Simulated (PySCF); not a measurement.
How methods differ on the excitation energy of Cr

Cr [Ar] 3d5 4s1 (7S) → Cr [Ar] 3d4 4s1 4p1 (high-spin determinant), as a difference of total energies. Computed with PySCF 2.14 in aug-cc-pVTZ with one added diffuse shell each of s, p, d, f, g type (9s8p6d4f3g, 118 functions), with no relativity, point nucleus. Correlated levels: valence: [Ar] frozen. The calculations carry no spin-orbit coupling.

| method | excitation energy (cm⁻¹) |
| --- | --- |
| UHF | 16206 |
| LDA | 34608 |
| PBE | 32316 |
| PBE0 | 29181 |
| r2SCAN | 30380 |
| TPSS | 30973 |
| wB97X | 27580 |
| TPSSh | 29839 |
| MP2 (valence) | 23918 |
| SCS-MP2 (valence) | 18776 |

A first-order spin-orbit estimate (lowest level to lowest level, LS coupling) adds -0.062 eV.

The determinant of the upper state mixes LS terms, which raises its energy above the lowest term, most at the Hartree-Fock and MP2 levels.
